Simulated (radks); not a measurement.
The numbers below are computed, except where a source is named.
The terbium ion Tb+, 64 electrons, occupied as [Xe] 4f10 (not the ground configuration). Code: a radial shooting solver on a logarithmic mesh with Libxc functionals. Model: Dirac Kohn-Sham, BLYP, spin-unpolarised, spherical densities, point nucleus; open shells are shared between the two j in proportion to 2j + 1. Some entries of the table are withheld. Estimate them.

orbital     occ.  eigenvalue (eV)  r(max) (bohr)
1s1/2          2        -51812.48        0.01364
2s1/2          2        -8584.355        0.07766
2p1/2          2        -8157.660        0.05858
2p3/2          4        -7410.724        0.06451
3s1/2          2        -1903.240         0.2200
3p1/2          2        -1717.790         0.2073
3p3/2          4        -1563.599         0.2197
3d3/2          4              (1)         0.1743
3d5/2          6              (2)         0.1778
4s1/2          2        -376.5203            (3)
4p1/2          2        -303.9192         0.5089
4p3/2          4        -269.6213         0.5355
4d3/2          4              (4)         0.5422
4d5/2          6              (5)         0.5509
5s1/2          2         -49.1562          1.189
5p1/2          2         -30.0828          1.306
5p3/2          4         -25.9356          1.393
4f5/2    4.28571          -4.0607            (6)
4f7/2    5.71429          -3.3369            (7)

Answer. 
(1) 3d3/2 eigenvalue (eV): -1244.224
(2) 3d5/2 eigenvalue (eV): -1210.577
(3) 4s1/2 r(max) (bohr): 0.5051
(4) 4d3/2 eigenvalue (eV): -150.1659
(5) 4d5/2 eigenvalue (eV): -143.9856
(6) 4f5/2 r(max) (bohr): 0.5558
(7) 4f7/2 r(max) (bohr): 0.5614
